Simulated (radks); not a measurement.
Removal energies from neutral gadolinium, [Xe] 4f(5/2: 6, 7/2: 2) 6s2, by Delta-SCF beside the eigenvalue of the level emptied. All-electron calculation, Dirac Kohn-Sham, PBE, spin-unpolarised, spherical densities, finite nucleus; Fermi nuclear charge, rms radius of each element as measured or else 0.836 A^(1/3) + 0.57 fm. Program: a radial shooting solver on a logarithmic mesh with Libxc functionals. Sub-shells are occupied by j as written (lower j first in brackets).

removed from                                      final configuration  Delta-SCF (eV)  -eigenvalue (eV)
6s1/2                                     [Xe] 4f(5/2: 6, 7/2: 2) 6s1           6.088             3.661
4f7/2                                     [Xe] 4f(5/2: 6, 7/2: 1) 6s2           9.280             2.435
4f5/2                                     [Xe] 4f(5/2: 5, 7/2: 2) 6s2          10.036             3.128
5p3/2         [Kr] 4d10 4f(5/2: 6, 7/2: 2) 5s2 5p(1/2: 2, 3/2: 3) 6s2          28.134            23.066
